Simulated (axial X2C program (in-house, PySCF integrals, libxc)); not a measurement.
# Correcting the dissociation energy of VB⁺ for spin–orbit coupling

A spin-free PBE0 curve (one-electron X2C) was computed with an axial X2C code built on PySCF integrals, basis V dyall-cv3z [10s10p6d4f2g], B dyall-v3z [7s6p2d1f] (cores contracted in-house), for the state M_S = 5/2, Λ = 0 (beyond evenly filled blocks: σα, π+α, π-α, δ+α, δ-α). It gives D0 = 2.217 eV to V+ + B, which in a spin-free picture are the weighted means of the ground terms.

Measured levels of the ground terms (NIST Handbook of Basic Atomic Spectroscopic Data), in cm⁻¹: V+ 5D: J = 0 at 0, J = 1 at 36, J = 2 at 106.6, J = 3 at 208.9, J = 4 at 339.2; B 2P: J = 1/2 at 0, J = 3/2 at 15.3.

The molecular state has Λ = 0, so it has no first-order lowering.

Question: How far does each ground level lie under the (2J+1)-weighted mean of its term?

Answer: V+: (1 × 0 + 3 × 36 + 5 × 106.6 + 7 × 208.9 + 9 × 339.2)/25 = 206 cm⁻¹; B: (2 × 0 + 4 × 15.3)/6 = 10 cm⁻¹.

Question: Correct D0.

Answer: D0 = 2.217 + (0 − 216)/8065.5 = 2.190 eV at PBE0 with these spin–orbit terms.

Second-order spin–orbit effects in the molecule, which grow quickly with Z, are left out. One determinant describes the state; a PBE0 search over occupations chose it and may have missed a lower one. De is counted from the lowest determinant-based energies of the atoms at the same level, without counterpoise correction. Other states lie close and PBE0, whose exact exchange favours high spin, may order them wrongly; the determinant shown need not be the ground state. The nearest other spin-free determinant of the search, M_S = 5/2, Λ = 2, lies 0.19 eV up at the distance of the search.
